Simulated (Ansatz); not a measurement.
```yaml
crystal:
  periodic: [false, false, false]
  atoms:
    - {symbol: O, position_ang: [-1.012598, -0.372956, 0.183943]}
    - {symbol: Si, position_ang: [0.378974, -0.060380, -0.027889]}
    - {symbol: I, position_ang: [1.888867, -1.124747, -0.895670]}
    - {symbol: H, position_ang: [-1.500112, -0.439796, -0.645559]}
    - {symbol: H, position_ang: [0.437959, 1.681766, -0.203890]}
    - {symbol: H, position_ang: [0.554863, -0.090222, 1.579754]}
basis:
  gaussian: {orbitals: x2c-TZVPPall}
hamiltonian: {xc: {name: RPBE}}
output: {forces: true}
```

```sh
$ ansatz run in.yaml --threads 2 --pin off --events-out ev --progress --plain --max-ram 4352MiB
```

Shortened log:

```
Functional definition: RPBE
1121 factors; their error is unknown
mean field evaluation 1: about -203610.6328 eV, gradient 6.9e1 eV
mean field evaluation 2: about -203561.8184 eV, gradient 1.6e2 eV
mean field evaluation 4: about -203618.5767 eV, gradient 1.5e1 eV
mean field evaluation 8: about -203618.9875 eV, gradient 6.3e-2 eV
mean field evaluation 16: about -203618.9699 eV, gradient 3.6e-5 eV
mean field -203618.96992195 eV, -7482.8591267367 hartree, gradient 3.6e-5 eV, S^2 0.000000; 0 other end points of the search recorded, 0 dependent functions left out
reference -203618.96995194 eV, -7482.8591278390 hartree; 39, 39 occupied and 136, 136 virtual orbitals, 1121 factors
Total energy: -203618.96995194 eV, -7482.8591278390 hartree
Relativity: scalar
Atom 0 at    -1.012598    -0.372956     0.183943 Å, force   -11.639823    -3.290141    -0.403079 eV/Å
Atom 1 at     0.378974    -0.060380    -0.027889 Å, force     4.257598    11.149837     7.151148 eV/Å
Atom 2 at     1.888867    -1.124747    -0.895670 Å, force     7.519384    -5.574963    -5.007681 eV/Å
Atom 3 at    -1.500112    -0.439796    -0.645559 Å, force    -1.145378    -0.161640    -0.136115 eV/Å
Atom 4 at     0.437959     1.681766    -0.203890 Å, force     0.174086    -2.196103    -0.457623 eV/Å
Atom 5 at     0.554863    -0.090222     1.579754 Å, force     0.834133     0.073010    -1.146650 eV/Å
Dipole moment:    -0.051250    -0.326570    -0.536543 e Å
```

It took 4.3 s on 2 threads of an AMD EPYC on a shared host, with 0.33 GiB of host memory at the peak.
